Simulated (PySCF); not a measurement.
Correlation energy of Kr (krypton, neutral)

[Kr], closed-shell 1S. Computed with PySCF 2.14 in aug-cc-pVDZ-DK (6s5p3d, 36 functions), with scalar relativity by spin-free X2C-1e. Frozen: [Ar] 3d10; 8 electrons correlated.

MP2 pair energies summed by pair of shells (mhartree):

```tsv
pair	energy	share (%)
4p-4p	-102.74	80.9
4s-4p	-19.16	15.1
4s-4s	-5.18	4.1
```

Total MP2 correlation energy: -127.08 mhartree.

Same-spin part -34.81 and opposite-spin part -92.26 mhartree; SCS-MP2 scales them by 1/3 and 6/5 to -122.32 mhartree.

| level | correlation energy (mhartree) |
| --- | --- |
| CCSD | -137.66 |
| (T) | -2.00 |
| CCSD(T) | -139.66 |

Diagnostics: T1 = 0.0041, D1 = 0.0063, largest double amplitude 0.036.

Question: Is a single reference adequate?

Answer: Yes, within this model without spin-orbit coupling: T1 lies below 0.03 and no double amplitude reaches 0.07.
